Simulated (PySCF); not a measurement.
GeH5Si, SMILES [SiH2][GeH3], multiplicity 2. Geometry: PBE-D3(BJ)/def2-TZVP. The isomer is the one that the SMILES or the coordinates give; other isomers of the formula were not compared.

Level of theory: PBE-D3(BJ)/def2-TZVP run with PySCF.

Harmonic wavenumbers (cm⁻¹): 110, 345, 355, 369, 547, 573, 757, 846, 847, 883, 2047, 2082, 2090, 2127, 2157. Rotational constants (GHz): 50.06, 3.776, 3.712; symmetry number 1.

Work out the zero-point energy and the ideal-gas rigid-rotor harmonic-oscillator thermochemistry at 298.15 K and 1 atm.

ZPE = ½ Σ hcν = ½ × 16133 cm⁻¹ = 96.50 kJ/mol. H − E(el) = 112.80 kJ/mol. Entropy in J/(mol K): translation 166.88, rotation 98.92, vibration 35.49, spin 5.76, total 307.05. G − E(el) = 21.25 kJ/mol. Cp = 80.57 J/(mol K). Modes under 150 cm⁻¹ make the vibrational entropy uncertain.
